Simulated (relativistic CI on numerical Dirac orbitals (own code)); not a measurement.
## Slater and spin-orbit integrals, Hf⁶⁵⁺

Method of calculation: Dirac-Coulomb-Breit CI, orbitals from a KLI potential per configuration, QED by a radiative potential, unscaled Slater integrals (own radial code, finite nucleus).

Slater integrals F^k, G^k are unscaled and averaged over j, outside the closed core 1s2; ζ comes from projecting the Hamiltonian with its Breit term on Σ l·s of the shell.

- 2s2.2p3: F^2(2p,2p) = 1.371e+06, ζ(2p) = 6.772e+06 cm⁻¹; <r>(2p) = 0.0685, <r^2>(2p) = 0.005723 (bohr units).
- 2s.2p4: F^2(2p,2p) = 1.3697e+06, G^1(2s,2p) = 1.4772e+06, ζ(2p) = 6.7558e+06 cm⁻¹; <r>(2s) = 0.07736, <r^2>(2s) = 0.007109, <r>(2p) = 0.06857, <r^2>(2p) = 0.005734 (bohr units).
- 2p5: ζ(2p) = 6.7398e+06 cm⁻¹; <r>(2p) = 0.06866, <r^2>(2p) = 0.005749 (bohr units).

Averages of the first 10 configurations, taken without configuration mixing, which lowers the lowest level and can move excited configurations by several eV; other configurations of the list can lie among them:

| Configuration | Parity | States | Average energy above the lowest level (eV) |
| --- | --- | --- | --- |
| 2s2.2p3 | odd | 20 | 1253.6 |
| 2s.2p4 | even | 30 | 2444.5 |
| 2p5 | odd | 6 | 3696.0 |
| 2p4.3s | even | 30 | 12385.6 |
| 2p4.3p | odd | 90 | 12725.8 |
| 2s2.2p2.3s | even | 30 | 10014.8 |
| 2p4.3d | even | 150 | 13002.7 |
| 2s2.2p2.3p | odd | 90 | 10366.3 |
| 2s2.2p2.3d | even | 150 | 10643.3 |
| 2s.2p3.3s | odd | 80 | 11169.8 |
